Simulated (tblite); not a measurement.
Species: C₆H₅PS.
Atom-mapped SMILES: `[CH:1]#[C:2][PH:3][c:4]1[cH:5][cH:6][cH:7][s:8]1` (hydrogens: H9 on C1; H10 on P3; H11 on C5; H12 on C6; H13 on C7)

Computed with GFN2-xTB (tblite), gas phase: Langevin dynamics at 600 K from the optimised GFN2-xTB geometry, time step 0.5 fs, friction 0.01 fs⁻¹, 2000 steps. The instantaneous temperature is 2·E(kin)/(3Nk) with all 3N coordinates.

```json
{"t (fs)": "0", "T (K)": "500", "E(pot) above start (eV)": "0.000", "C1≡C2 (Å)": "1.202", "C2–P3 (Å)": "1.763", "P3–C4 (Å)": "1.820", "C4–C5 (Å)": "1.364", "C5–C6 (Å)": "1.412", "C1–H9 (Å)": "1.051", "C2–P3–C4–C5 (°)": "-39"}
{"t (fs)": "25", "T (K)": "389", "E(pot) above start (eV)": "0.426", "C1≡C2 (Å)": "1.211", "C2–P3 (Å)": "1.751", "P3–C4 (Å)": "1.780", "C4–C5 (Å)": "1.373", "C5–C6 (Å)": "1.417", "C1–H9 (Å)": "1.045", "C2–P3–C4–C5 (°)": "-43"}
{"t (fs)": "50", "T (K)": "390", "E(pot) above start (eV)": "0.625", "C1≡C2 (Å)": "1.199", "C2–P3 (Å)": "1.827", "P3–C4 (Å)": "1.850", "C4–C5 (Å)": "1.396", "C5–C6 (Å)": "1.453", "C1–H9 (Å)": "1.081", "C2–P3–C4–C5 (°)": "-42"}
{"t (fs)": "75", "T (K)": "320", "E(pot) above start (eV)": "0.594", "C1≡C2 (Å)": "1.197", "C2–P3 (Å)": "1.732", "P3–C4 (Å)": "1.802", "C4–C5 (Å)": "1.381", "C5–C6 (Å)": "1.438", "C1–H9 (Å)": "1.004", "C2–P3–C4–C5 (°)": "-27"}
{"t (fs)": "100", "T (K)": "404", "E(pot) above start (eV)": "0.423", "C1≡C2 (Å)": "1.206", "C2–P3 (Å)": "1.754", "P3–C4 (Å)": "1.853", "C4–C5 (Å)": "1.374", "C5–C6 (Å)": "1.403", "C1–H9 (Å)": "1.119", "C2–P3–C4–C5 (°)": "-26"}
{"t (fs)": "125", "T (K)": "498", "E(pot) above start (eV)": "0.436", "C1≡C2 (Å)": "1.208", "C2–P3 (Å)": "1.762", "P3–C4 (Å)": "1.878", "C4–C5 (Å)": "1.368", "C5–C6 (Å)": "1.398", "C1–H9 (Å)": "1.017", "C2–P3–C4–C5 (°)": "-31"}
{"t (fs)": "150", "T (K)": "317", "E(pot) above start (eV)": "0.607", "C1≡C2 (Å)": "1.217", "C2–P3 (Å)": "1.781", "P3–C4 (Å)": "1.795", "C4–C5 (Å)": "1.364", "C5–C6 (Å)": "1.448", "C1–H9 (Å)": "1.082", "C2–P3–C4–C5 (°)": "-25"}
{"t (fs)": "175", "T (K)": "540", "E(pot) above start (eV)": "0.797", "C1≡C2 (Å)": "1.215", "C2–P3 (Å)": "1.802", "P3–C4 (Å)": "1.812", "C4–C5 (Å)": "1.346", "C5–C6 (Å)": "1.448", "C1–H9 (Å)": "1.012", "C2–P3–C4–C5 (°)": "-23"}
{"t (fs)": "200", "T (K)": "667", "E(pot) above start (eV)": "0.752", "C1≡C2 (Å)": "1.214", "C2–P3 (Å)": "1.778", "P3–C4 (Å)": "1.861", "C4–C5 (Å)": "1.339", "C5–C6 (Å)": "1.386", "C1–H9 (Å)": "1.090", "C2–P3–C4–C5 (°)": "-38"}
{"t (fs)": "225", "T (K)": "739", "E(pot) above start (eV)": "0.877", "C1≡C2 (Å)": "1.195", "C2–P3 (Å)": "1.790", "P3–C4 (Å)": "1.839", "C4–C5 (Å)": "1.349", "C5–C6 (Å)": "1.375", "C1–H9 (Å)": "1.114", "C2–P3–C4–C5 (°)": "-20"}
{"t (fs)": "250", "T (K)": "599", "E(pot) above start (eV)": "0.722", "C1≡C2 (Å)": "1.220", "C2–P3 (Å)": "1.737", "P3–C4 (Å)": "1.843", "C4–C5 (Å)": "1.370", "C5–C6 (Å)": "1.381", "C1–H9 (Å)": "1.048", "C2–P3–C4–C5 (°)": "-9"}
{"t (fs)": "275", "T (K)": "620", "E(pot) above start (eV)": "0.700", "C1≡C2 (Å)": "1.204", "C2–P3 (Å)": "1.791", "P3–C4 (Å)": "1.845", "C4–C5 (Å)": "1.399", "C5–C6 (Å)": "1.406", "C1–H9 (Å)": "1.081", "C2–P3–C4–C5 (°)": "-10"}
{"t (fs)": "300", "T (K)": "695", "E(pot) above start (eV)": "0.561", "C1≡C2 (Å)": "1.193", "C2–P3 (Å)": "1.749", "P3–C4 (Å)": "1.745", "C4–C5 (Å)": "1.377", "C5–C6 (Å)": "1.438", "C1–H9 (Å)": "1.031", "C2–P3–C4–C5 (°)": "1"}
{"t (fs)": "325", "T (K)": "533", "E(pot) above start (eV)": "0.649", "C1≡C2 (Å)": "1.226", "C2–P3 (Å)": "1.812", "P3–C4 (Å)": "1.798", "C4–C5 (Å)": "1.380", "C5–C6 (Å)": "1.472", "C1–H9 (Å)": "1.091", "C2–P3–C4–C5 (°)": "16"}
{"t (fs)": "350", "T (K)": "582", "E(pot) above start (eV)": "0.822", "C1≡C2 (Å)": "1.240", "C2–P3 (Å)": "1.730", "P3–C4 (Å)": "1.878", "C4–C5 (Å)": "1.370", "C5–C6 (Å)": "1.413", "C1–H9 (Å)": "1.060", "C2–P3–C4–C5 (°)": "27"}
{"t (fs)": "375", "T (K)": "613", "E(pot) above start (eV)": "0.841", "C1≡C2 (Å)": "1.156", "C2–P3 (Å)": "1.824", "P3–C4 (Å)": "1.821", "C4–C5 (Å)": "1.352", "C5–C6 (Å)": "1.427", "C1–H9 (Å)": "1.152", "C2–P3–C4–C5 (°)": "21"}
{"t (fs)": "400", "T (K)": "556", "E(pot) above start (eV)": "1.117", "C1≡C2 (Å)": "1.245", "C2–P3 (Å)": "1.677", "P3–C4 (Å)": "1.814", "C4–C5 (Å)": "1.352", "C5–C6 (Å)": "1.434", "C1–H9 (Å)": "1.009", "C2–P3–C4–C5 (°)": "1"}
{"t (fs)": "425", "T (K)": "526", "E(pot) above start (eV)": "1.011", "C1≡C2 (Å)": "1.187", "C2–P3 (Å)": "1.828", "P3–C4 (Å)": "1.764", "C4–C5 (Å)": "1.316", "C5–C6 (Å)": "1.432", "C1–H9 (Å)": "1.115", "C2–P3–C4–C5 (°)": "21"}
{"t (fs)": "450", "T (K)": "524", "E(pot) above start (eV)": "0.813", "C1≡C2 (Å)": "1.217", "C2–P3 (Å)": "1.757", "P3–C4 (Å)": "1.854", "C4–C5 (Å)": "1.368", "C5–C6 (Å)": "1.451", "C1–H9 (Å)": "0.998", "C2–P3–C4–C5 (°)": "23"}
{"t (fs)": "475", "T (K)": "550", "E(pot) above start (eV)": "1.067", "C1≡C2 (Å)": "1.213", "C2–P3 (Å)": "1.789", "P3–C4 (Å)": "1.795", "C4–C5 (Å)": "1.337", "C5–C6 (Å)": "1.489", "C1–H9 (Å)": "1.131", "C2–P3–C4–C5 (°)": "26"}
{"t (fs)": "500", "T (K)": "609", "E(pot) above start (eV)": "0.887", "C1≡C2 (Å)": "1.186", "C2–P3 (Å)": "1.820", "P3–C4 (Å)": "1.895", "C4–C5 (Å)": "1.363", "C5–C6 (Å)": "1.467", "C1–H9 (Å)": "0.984", "C2–P3–C4–C5 (°)": "23"}
{"t (fs)": "525", "T (K)": "597", "E(pot) above start (eV)": "1.102", "C1≡C2 (Å)": "1.237", "C2–P3 (Å)": "1.797", "P3–C4 (Å)": "1.805", "C4–C5 (Å)": "1.368", "C5–C6 (Å)": "1.456", "C1–H9 (Å)": "1.132", "C2–P3–C4–C5 (°)": "-11"}
{"t (fs)": "550", "T (K)": "651", "E(pot) above start (eV)": "0.873", "C1≡C2 (Å)": "1.213", "C2–P3 (Å)": "1.712", "P3–C4 (Å)": "1.768", "C4–C5 (Å)": "1.382", "C5–C6 (Å)": "1.430", "C1–H9 (Å)": "0.990", "C2–P3–C4–C5 (°)": "1"}
{"t (fs)": "575", "T (K)": "660", "E(pot) above start (eV)": "0.839", "C1≡C2 (Å)": "1.206", "C2–P3 (Å)": "1.806", "P3–C4 (Å)": "1.841", "C4–C5 (Å)": "1.366", "C5–C6 (Å)": "1.438", "C1–H9 (Å)": "1.111", "C2–P3–C4–C5 (°)": "-2"}
{"t (fs)": "600", "T (K)": "654", "E(pot) above start (eV)": "1.105", "C1≡C2 (Å)": "1.238", "C2–P3 (Å)": "1.781", "P3–C4 (Å)": "1.923", "C4–C5 (Å)": "1.397", "C5–C6 (Å)": "1.410", "C1–H9 (Å)": "0.994", "C2–P3–C4–C5 (°)": "2"}
{"t (fs)": "625", "T (K)": "711", "E(pot) above start (eV)": "1.204", "C1≡C2 (Å)": "1.170", "C2–P3 (Å)": "1.803", "P3–C4 (Å)": "1.749", "C4–C5 (Å)": "1.372", "C5–C6 (Å)": "1.359", "C1–H9 (Å)": "1.111", "C2–P3–C4–C5 (°)": "12"}
{"t (fs)": "650", "T (K)": "650", "E(pot) above start (eV)": "1.091", "C1≡C2 (Å)": "1.255", "C2–P3 (Å)": "1.731", "P3–C4 (Å)": "1.819", "C4–C5 (Å)": "1.425", "C5–C6 (Å)": "1.382", "C1–H9 (Å)": "1.022", "C2–P3–C4–C5 (°)": "1"}
{"t (fs)": "675", "T (K)": "575", "E(pot) above start (eV)": "1.154", "C1≡C2 (Å)": "1.195", "C2–P3 (Å)": "1.793", "P3–C4 (Å)": "1.801", "C4–C5 (Å)": "1.418", "C5–C6 (Å)": "1.400", "C1–H9 (Å)": "1.113", "C2–P3–C4–C5 (°)": "2"}
{"t (fs)": "700", "T (K)": "616", "E(pot) above start (eV)": "1.355", "C1≡C2 (Å)": "1.214", "C2–P3 (Å)": "1.749", "P3–C4 (Å)": "1.773", "C4–C5 (Å)": "1.370", "C5–C6 (Å)": "1.373", "C1–H9 (Å)": "1.031", "C2–P3–C4–C5 (°)": "-25"}
{"t (fs)": "725", "T (K)": "793", "E(pot) above start (eV)": "1.334", "C1≡C2 (Å)": "1.208", "C2–P3 (Å)": "1.783", "P3–C4 (Å)": "1.899", "C4–C5 (Å)": "1.373", "C5–C6 (Å)": "1.427", "C1–H9 (Å)": "1.122", "C2–P3–C4–C5 (°)": "-12"}
{"t (fs)": "750", "T (K)": "1017", "E(pot) above start (eV)": "0.675", "C1≡C2 (Å)": "1.196", "C2–P3 (Å)": "1.791", "P3–C4 (Å)": "1.885", "C4–C5 (Å)": "1.402", "C5–C6 (Å)": "1.440", "C1–H9 (Å)": "1.029", "C2–P3–C4–C5 (°)": "12"}
{"t (fs)": "775", "T (K)": "742", "E(pot) above start (eV)": "1.101", "C1≡C2 (Å)": "1.219", "C2–P3 (Å)": "1.718", "P3–C4 (Å)": "1.754", "C4–C5 (Å)": "1.380", "C5–C6 (Å)": "1.408", "C1–H9 (Å)": "1.099", "C2–P3–C4–C5 (°)": "-17"}
{"t (fs)": "800", "T (K)": "761", "E(pot) above start (eV)": "0.895", "C1≡C2 (Å)": "1.208", "C2–P3 (Å)": "1.802", "P3–C4 (Å)": "1.782", "C4–C5 (Å)": "1.377", "C5–C6 (Å)": "1.389", "C1–H9 (Å)": "1.018", "C2–P3–C4–C5 (°)": "3"}
{"t (fs)": "825", "T (K)": "626", "E(pot) above start (eV)": "1.401", "C1≡C2 (Å)": "1.200", "C2–P3 (Å)": "1.790", "P3–C4 (Å)": "2.048", "C4–C5 (Å)": "1.375", "C5–C6 (Å)": "1.457", "C1–H9 (Å)": "1.108", "C2–P3–C4–C5 (°)": "4"}
{"t (fs)": "850", "T (K)": "822", "E(pot) above start (eV)": "0.869", "C1≡C2 (Å)": "1.208", "C2–P3 (Å)": "1.739", "P3–C4 (Å)": "1.837", "C4–C5 (Å)": "1.334", "C5–C6 (Å)": "1.481", "C1–H9 (Å)": "1.056", "C2–P3–C4–C5 (°)": "-36"}
{"t (fs)": "875", "T (K)": "600", "E(pot) above start (eV)": "0.748", "C1≡C2 (Å)": "1.193", "C2–P3 (Å)": "1.778", "P3–C4 (Å)": "1.810", "C4–C5 (Å)": "1.336", "C5–C6 (Å)": "1.435", "C1–H9 (Å)": "1.061", "C2–P3–C4–C5 (°)": "-37"}
{"t (fs)": "900", "T (K)": "504", "E(pot) above start (eV)": "0.724", "C1≡C2 (Å)": "1.204", "C2–P3 (Å)": "1.769", "P3–C4 (Å)": "1.773", "C4–C5 (Å)": "1.327", "C5–C6 (Å)": "1.431", "C1–H9 (Å)": "1.064", "C2–P3–C4–C5 (°)": "-30"}
{"t (fs)": "925", "T (K)": "436", "E(pot) above start (eV)": "0.706", "C1≡C2 (Å)": "1.217", "C2–P3 (Å)": "1.816", "P3–C4 (Å)": "1.889", "C4–C5 (Å)": "1.336", "C5–C6 (Å)": "1.403", "C1–H9 (Å)": "1.063", "C2–P3–C4–C5 (°)": "-29"}
{"t (fs)": "950", "T (K)": "465", "E(pot) above start (eV)": "0.747", "C1≡C2 (Å)": "1.201", "C2–P3 (Å)": "1.746", "P3–C4 (Å)": "1.866", "C4–C5 (Å)": "1.369", "C5–C6 (Å)": "1.376", "C1–H9 (Å)": "1.035", "C2–P3–C4–C5 (°)": "-37"}
{"t (fs)": "975", "T (K)": "495", "E(pot) above start (eV)": "0.686", "C1≡C2 (Å)": "1.194", "C2–P3 (Å)": "1.787", "P3–C4 (Å)": "1.868", "C4–C5 (Å)": "1.364", "C5–C6 (Å)": "1.426", "C1–H9 (Å)": "1.053", "C2–P3–C4–C5 (°)": "-26"}
{"t (fs)": "1000", "T (K)": "568", "E(pot) above start (eV)": "0.803", "C1≡C2 (Å)": "1.222", "C2–P3 (Å)": "1.733", "P3–C4 (Å)": "1.871", "C4–C5 (Å)": "1.383", "C5–C6 (Å)": "1.437", "C1–H9 (Å)": "1.042", "C2–P3–C4–C5 (°)": "-17"}
```

**Question.** From 500 fs on, how do temperature and potential energy compare with equipartition?

**Answer.** The mean temperature of these 21 frames is 645 K against the target 600 K, and the mean potential energy 0.97 eV against 33 × kT/2 = 0.85 eV for 33 classical harmonic modes. For 13 atoms in a canonical ensemble the temperature itself scatters by T·√(2/(3N)) = 136 K; here its standard deviation is 130 K. The whole run lasts only 10 friction times of 100 fs, so these averages carry a wide statistical error.

**Question.** What are the kinetic and total energies of the listed frame with the highest potential energy?

**Answer.** The one at 825 fs, 1.401 eV above the start. Its kinetic energy is 3NkT/2 = 1.051 eV at 626 K, so the sum is 2.45 eV; over the listed frames the sum runs from 0.84 to 2.67 eV, since the thermostat adds and removes energy.

**Question.** How much do the listed bonds fluctuate from 500 fs on?

**Answer.** 
```tsv
bond	at the start (Å)	mean (Å)	standard deviation (Å)
C1≡C2	1.202	1.209	0.018
C2–P3	1.763	1.774	0.032
P3–C4	1.820	1.841	0.069
C4–C5	1.364	1.372	0.025
C5–C6	1.412	1.420	0.032
C1–H9	1.051	1.059	0.045
```

The motion is classical and holds no zero-point motion.

The cost below is that of the whole dynamics run. Time: 23 s of wall time; peak memory 0.18 GiB. Hardware: an Arm Neoverse N1 with one thread, no GPU, shared host.
